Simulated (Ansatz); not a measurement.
Ideal-gas functions of `N#CCC(=N)I` at 800 K and 1 bar, from an Ansatz frequency run at PBE0-D4/def2-TZVP.

Molar mass 193.98 g/mol, point group C1 (symmetry number 1), electronic degeneracy 1, moments of inertia 162.22, 384.113, 515.561 u Å². Harmonic wavenumbers (cm⁻¹, unscaled): 53, 123, 264, 321, 376, 429, 525, 619, 862, 957, 963, 1012, 1177, 1238, 1318, 1436, 1770, 2394, 3069, 3125, 3537.

Use S(trans) = R[1.5 ln M + 2.5 ln T − 1.1517]; rotational temperatures θ = 24.2544 K / I; S(rot) = R[ln(√π/σ · √(T³/θAθBθC)) + 1.5]; for each mode x = 1.438777 ν̃/T, S = R[x/(eˣ − 1) − ln(1 − e⁻ˣ)] and H = RT x/(eˣ − 1); 1 cm⁻¹ = 0.0119627 kJ/mol; R = 8.31446 J/(mol·K).

By hand: the entropy, in J/(mol·K).

Translation 195.1. Rotation: θ = 0.1495, 0.0631, 0.047 K, giving 132.7. Vibration, mode by mode: 27.86, 20.87, 14.59, 13.00, 11.72, 10.67, 9.09, 7.84, 5.45, 4.76, 4.71, 4.40, 3.48, 3.19, 2.85, 2.41, 1.50, 0.60, 0.22, 0.20, 0.11, in all 149.5. Electronic 0.0. Sum 477.3 J/(mol·K).

By hand: H − E and G − E in kJ/mol, counted from the electronic energy.

Zero-point energy ½ × 25568 × 0.0119627 = 152.9; thermal vibration 57.6; translation, rotation and pV give 4 RT = 26.6. H − E = 237.1 kJ/mol, and G − E = 237.1 − 800 × 477.3/1000 = -144.7 kJ/mol.

Vibration gives 31 % of the entropy, 48.7 J/(mol·K) of it from the modes under 150 cm⁻¹: soft modes count most, and the harmonic formula is weakest for them. The sum counts one conformer and one mirror image; others add a mixing term.
